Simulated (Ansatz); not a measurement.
Job for Ansatz (a quantum-chemistry and plane-wave program): U-r2SCAN/cc-pVTZ on C2H7B (SMILES BCC), a point of a bond scan (R = 2.747 Å).

Ansatz 0.2 input:
```yaml
crystal:
  periodic: [false, false, false]
  atoms:
    - {symbol: B, position_ang: [-0.74511678, 1.00969072, 0.73932318]}
    - {symbol: H, position_ang: [-1.45909442, 1.60805062, 3.32392263]}
    - {symbol: H, position_ang: [-1.14246163, 1.71786546, -0.13812402]}
    - {symbol: C, position_ang: [0.20447514, -0.18371935, 0.45381740]}
    - {symbol: C, position_ang: [0.38209057, -0.63740051, -0.99729133]}
    - {symbol: H, position_ang: [-0.03169379, -1.02979159, 1.11034182]}
    - {symbol: H, position_ang: [1.16986677, 0.17617641, 0.85720004]}
    - {symbol: H, position_ang: [0.67431348, 0.19819760, -1.63621306]}
    - {symbol: H, position_ang: [-0.55096305, -1.03917752, -1.39764403]}
    - {symbol: H, position_ang: [1.14266970, -1.41485196, -1.09439513]}
basis:
  gaussian:
    orbitals: cc-pVTZ
hamiltonian:
  xc: {name: r2SCAN}
magnetization: {spin_polarized: true, initial_magnetization: 0}
```

Output:

```
WARN ansatz: RAYON_NUM_THREADS=1 ignored (pool sized by the plan → 1); use --threads N
Functional definition: r2SCAN
integrals: 0.07 GiB planned
960 factors; their error is unknown
mean field: 0.87 GiB planned
mean field evaluation 1: about -2848.9432 eV, gradient 4.4e1 eV
mean field evaluation 2: about -2822.6995 eV, gradient 7.5e1 eV
mean field evaluation 4: about -2855.1792 eV, gradient 1.4e1 eV
mean field evaluation 8: about -2858.4249 eV, gradient 4.5e-1 eV
mean field evaluation 16: about -2858.4060 eV, gradient 8.9e-4 eV
mean field evaluation 32: about -2827.7309 eV, gradient 7.1e1 eV
mean field -2858.82798142 eV, -105.0599905341 hartree, gradient 8.5e-5 eV, S^2 0.680831; 3 other end points of the search recorded, 0 dependent functions left out
reference -2858.82799681 eV, -105.0599910997 hartree; 12, 12 occupied and 176, 176 virtual orbitals, 960 factors
Total energy: -2858.82799681 eV, -105.0599910997 hartree
```

The run converged. Its determinant has ⟨S²⟩ = 0.68, a mixture of spin states.

Cost: very roughly 18 core-seconds.
